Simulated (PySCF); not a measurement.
Job file and geometry (Å, from GFN2-xTB) of an NMR shielding run on `FC(=C([C@@H]([AlH][O]C)C)F)F`, C5H8AlF3O, GIAO PBE0/pcSseg-1 NMR shielding, non-relativistic, gas phase in PySCF; density fitting, a coarse starting grid and PySCF grid level 2 are the driver's defaults:

```
$ OMP_NUM_THREADS=1 python probes_run.py task.json out

{"job": {"kind": "nmr", "xc": "PBE0", "basis": "pcSseg-1"}, "charge": 0, "multiplicity": 1}
C      3.337590    -0.815178     0.256275
O      1.959438    -0.802956     0.021080
Al     0.363479    -0.860953    -0.338390
C     -0.802892     0.837090    -0.582523
C     -1.104333     1.546298    -1.905805
C     -2.022000     0.238301     0.007838
F     -3.230124     0.487799    -0.517318
C     -1.917795    -0.619869     1.018918
F     -2.826920    -1.262825     1.731511
F     -0.652017    -0.887261     1.488394
H      3.653055     0.138861     0.683236
H      3.588489    -1.618752     0.951401
H      3.872397    -0.979109    -0.681957
H     -0.272199    -2.160980    -0.822780
H     -0.432003     1.599242     0.125990
H     -0.188352     1.969804    -2.309713
H     -1.506313     0.846308    -2.634262
H     -1.828260     2.350498    -1.768312
```

Question: Write the output of this run.

Answer: 
```
coarse grid: 16360 points
cycle   1  E = -811.4528541002  dE =  1.437e+00  |g| = 1.023e+00  |ddm| = 3.861e+00
cycle   2  E = -811.0796612556  dE =  3.732e-01  |g| = 1.733e+00  |ddm| = 1.975e+00
cycle   3  E = -811.6425053573  dE = -5.628e-01  |g| = 1.460e-01  |ddm| = 1.414e+00
cycle   4  E = -811.6453951482  dE = -2.890e-03  |g| = 8.638e-02  |ddm| = 1.543e-01
cycle   5  E = -811.6467299033  dE = -1.335e-03  |g| = 1.443e-02  |ddm| = 6.108e-02
cycle   6  E = -811.6467616989  dE = -3.180e-05  |g| = 5.598e-03  |ddm| = 1.237e-02
cycle   7  E = -811.6467680091  dE = -6.310e-06  |g| = 1.155e-03  |ddm| = 4.668e-03
final grid: 156928 points
cycle   8  E = -811.7369359119  dE = -4.678e-05  |g| = 1.240e-02  |ddm| = 2.765e-02
cycle   9  E = -811.7369041210  dE =  3.179e-05  |g| = 1.845e-02  |ddm| = 1.925e-02
cycle  10  E = -811.7369651005  dE = -6.098e-05  |g| = 1.559e-03  |ddm| = 1.170e-02
cycle  11  E = -811.7369656005  dE = -5.000e-07  |g| = 3.105e-04  |ddm| = 1.311e-03
cycle  12  E = -811.7369656177  dE = -1.715e-08  |g| = 1.261e-04  |ddm| = 2.995e-04
cycle  13  E = -811.7369656202  dE = -2.523e-09  |g| = 3.875e-05  |ddm| = 1.085e-04
cycle  14  E = -811.7369656205  dE = -3.133e-10  |g| = 1.044e-05  |ddm| = 4.242e-05
converged SCF energy = -811.7369656205

GIAO shielding tensors (ppm)
atom      isotropic    diamagn.    paramagn.     s11        s22        s33       span
  0 C      130.754     238.398    -107.643    102.854    104.562    184.847     81.994
  1 O      311.157     403.603     -92.447    276.540    307.465    349.465     72.926
  2 Al     455.414     797.370    -341.956    394.232    478.097    493.914     99.682
  3 C      166.545     257.215     -90.670    158.433    165.673    175.529     17.096
  4 C      178.149     243.836     -65.687    171.667    176.851    185.928     14.261
  5 C       39.525     258.868    -219.343      1.803     39.934     76.839     75.036
  6 F      346.822     469.753    -122.930    266.608    334.811    439.047    172.439
  7 C       19.706     252.214    -232.508    -38.868     44.440     53.545     92.413
  8 F      286.604     469.180    -182.576    271.134    274.136    314.542     43.408
  9 F      315.266     479.205    -163.938    225.582    329.491    390.727    165.145
 10 H       27.428      28.450      -1.021     22.861     25.224     34.201     11.340
 11 H       27.374      27.007       0.367     22.817     25.044     34.260     11.443
 12 H       27.377      26.982       0.395     22.827     25.015     34.288     11.461
 13 H       28.263      30.903      -2.640     24.765     26.174     33.849      9.083
 14 H       29.886      34.384      -4.498     25.322     29.355     34.981      9.659
 15 H       30.450      29.567       0.883     25.189     28.668     37.493     12.304
 16 H       30.640      29.389       1.252     26.491     28.373     37.058     10.567
 17 H       30.185      28.289       1.895     24.955     28.249     37.350     12.395
```

Size and cost of the density-fitted run: 217 basis functions, 100 s wall time on 1 thread of an Arm Neoverse N1, shared host; peak memory 0.96 GiB.
